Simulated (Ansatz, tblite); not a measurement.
Cost and result up the ladder for the cluster Mg5⁻ (the lowest doublet isomer of a short search) (5 atoms). Charge -1, multiplicity 2. Geometry: B3LYP/def2-SVPD.

```xyz
5

Mg    3.138   -1.362    0.295
Mg   -2.982   -0.047    1.702
Mg    0.062   -0.544    0.779
Mg    1.530    0.666   -1.735
Mg   -1.749    1.287   -1.041
```

Ansatz on 4 threads of Arm Neoverse V2 on a shared host; xTB runs through tblite on one thread. Times are rough, summed over both states, and most runs start from the orbitals of an earlier one. RPA@PBE/def2-TZVPD serves as the yardstick here, not as an exact answer. The other state is a quartet at its own geometry, which has other bonds, so the gap mixes isomer and spin.

The xTB rows come from tblite. B3LYP takes the VWN-RPA correlation. Correlated methods freeze 5 core orbitals; core or outer-core shells of Mg are correlated, in sets that lack core-valence functions. The structure comes from a short search, and lower isomers may exist.

Run but left out: HF/STO-3G (doublet: a determinant that CCSD turns far, T1 0.061); HF/def2-SVPD, HF/def2-TZVPD, LC-ωPBE/def2-TZVPD, MP2/def2-SVPD, MP2/def2-TZVPD, CCSD/def2-SVPD, CCSD(T)/def2-SVPD (doublet: ⟨S²⟩ 1.37 to 2.22, where a pure state has 0.75).

Correlated methods converge slowly with the basis.

xTB has no spin-polarisation term.

| level | functions | wall time |
| --- | --- | --- |
| GFN1-xTB | 20 | 0.004 s |
| GFN2-xTB | 45 | 0.5 s |
| PBE/def2-TZVPD | 175 | 9.7 s |
| RPA@PBE/def2-TZVPD | 175 | 16 s |
| PBE0/def2-TZVPD | 175 | 20 s |
| B3LYP/def2-TZVPD | 175 | 22 s |
| CAM-B3LYP/def2-TZVPD | 175 | 35 s |
| r2SCAN/def2-TZVPD | 175 | 51 s |
| r2SCAN0/def2-TZVPD | 175 | 83 s |
| r2SCANh/def2-TZVPD (with forces) | 175 | 90 s |

(1) Estimate what each level gives for the quartet − doublet (eV).

Results:

(1) 
| level | quartet − doublet (eV) | difference from RPA@PBE/def2-TZVPD (eV) | remarks |
| --- | --- | --- | --- |
| GFN1-xTB | 4.87 | 4.05 | – |
| GFN2-xTB | 2.89 | 2.07 | – |
| PBE/def2-TZVPD | 0.68 | -0.14 | HOMO above zero (doublet), HOMO above zero (quartet) |
| RPA@PBE/def2-TZVPD | 0.82 | 0.00 | – |
| PBE0/def2-TZVPD | 0.62 | -0.20 | – |
| B3LYP/def2-TZVPD | 0.84 | 0.02 | HOMO above zero (doublet), HOMO above zero (quartet) |
| CAM-B3LYP/def2-TZVPD | 0.81 | -0.01 | – |
| r2SCAN/def2-TZVPD | 0.46 | -0.37 | HOMO above zero (quartet), spin-contaminated (⟨S²⟩ 3.88) (quartet) |
| r2SCAN0/def2-TZVPD | 0.45 | -0.38 | spin-contaminated (⟨S²⟩ 0.84) (doublet), spin-contaminated (⟨S²⟩ 3.94) (quartet) |
| r2SCANh/def2-TZVPD (with forces) | 0.45 | -0.37 | spin-contaminated (⟨S²⟩ 3.90) (quartet) |
